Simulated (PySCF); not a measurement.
Working out the ionisation energy of P²⁺

P²⁺ [Ne] 3s2 3p1 (2P) → P³⁺ [Ne] 3s2 (1S). Calculation: PySCF 2.14, in aug-cc-pVDZ-DK (5s4p2d, 27 functions); scalar relativity by spin-free X2C-1e. Frozen: [Ne]. Energies in hartree (1 hartree = 27.21139 eV):

```json
{"part": "UHF", "P²⁺ (lower)": "-340.455290", "P³⁺ (upper)": "-339.368954"}
{"part": "CCSD correlation", "P²⁺ (lower)": "-0.058130", "P³⁺ (upper)": "-0.047882"}
{"part": "(T)", "P²⁺ (lower)": "-0.000615", "P³⁺ (upper)": "0.000000"}
```

Problem. What does Hartree-Fock give?

Solution. (-339.368954) − (-340.455290) = 1.086336 hartree = 29.561 eV.

Problem. What do CCSD and CCSD(T) give?

Solution. The CCSD correlation energies differ by 0.010248 hartree = 0.279 eV and the triples by 0.000615 hartree = 0.017 eV, so CCSD gives 29.840 eV and CCSD(T) 29.857 eV.

Reference: 30.203 eV (measured; NIST Atomic Spectra Database, ionization energies), between the lowest levels; spin-orbit coupling is absent from the calculation.

A double-zeta basis recovers only part of the correlation energy.

What remains against the reference includes basis incompleteness, the frozen core and higher excitations.
